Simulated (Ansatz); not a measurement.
Program: Ansatz 0.2.0.

Basis-set series for H5HfNO3 (`[NH2][Hf]([OH])([OH])[OH]`). Charge 0, multiplicity 1. Hf: def2 effective core potential. All single points use the PBE0-D4/def2-TZVP geometry. It is one conformer, not always the lowest.

| functional | basis | functions | energy (Eh) | HOMO (eV) | LUMO (eV) |
| --- | --- | --- | --- | --- | --- |
| PBE0-D4 | def2-SVP | 113 | -331.15165 | -6.81 | 0.26 |
| PBE0-D4 | def2-TZVPP | 250 | -331.51910 | -7.00 | 0.04 |
| ωB97M-V | def2-SVP | 113 | -331.29104 | -9.18 | 1.47 |
| ωB97M-V | def2-TZVPP | 250 | -331.66852 | -9.38 | 1.18 |

Problem. Give the rows for def2-QZVPP. (An estimate is asked.)

Solution. The calculation gave: 
| functional | basis | functions | energy (Eh) | HOMO (eV) | LUMO (eV) |
| --- | --- | --- | --- | --- | --- |
| PBE0-D4 | def2-QZVPP | 459 | -331.53670 | -7.07 | -0.28 |
| ωB97M-V | def2-QZVPP | 459 | -331.68520 | -9.45 | 0.56 |

Positive LUMOs are unbound and depend on the basis.
